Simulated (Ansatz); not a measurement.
H$_{8}$SSi$_{3}$ (`[SiH3][SiH2]S[SiH3]`) at its PBE0-D4/def2-TZVP geometry, where that method's forces vanish. Charge 0, multiplicity 1.

```csv
atom,x (Å),y (Å),z (Å)
Si1,-1.211,-1.104,1.407
Si2,-1.152,0.515,-0.281
S3,0.084,-0.155,-1.905
Si4,1.943,0.531,-1.109
H5,0.169,-1.388,1.881
H6,-2.031,-0.637,2.558
H7,-1.805,-2.353,0.862
H8,-0.624,1.809,0.236
H9,-2.509,0.745,-0.844
H10,2.090,0.114,0.310
H11,2.036,2.011,-1.182
H12,3.010,-0.087,-1.932
```

Q: For each bond, give half the difference of the two atoms' forces along it (eV/Å; positive pushes the atoms apart) under PBE-D4, r2SCAN-D4, B3LYP-D4, ωB97M-V in def2-TZVPP. (Estimate.)

A: Ansatz gave: 
```csv
bond,length (Å),PBE-D4,r2SCAN-D4,B3LYP-D4,ωB97M-V
Si1–Si2,2.339,-0.09,0.01,0.09,0.06
Si1–H5,1.487,0.09,-0.02,-0.07,-0.10
Si1–H6,1.489,0.09,-0.02,-0.07,-0.10
Si1–H7,1.487,0.09,-0.02,-0.06,-0.10
Si2–S3,2.148,0.13,0.05,0.17,0.09
Si2–H8,1.490,0.08,-0.02,-0.10,-0.12
Si2–H9,1.486,0.10,-0.02,-0.14,-0.14
S3–Si4,2.136,0.11,0.04,0.18,0.10
Si4–H10,1.486,0.07,-0.02,-0.08,-0.10
Si4–H11,1.484,0.08,-0.02,-0.08,-0.12
Si4–H12,1.483,0.09,-0.03,-0.12,-0.13
```

B3LYP here is the variant with VWN-RPA as its local correlation; programs differ in this.
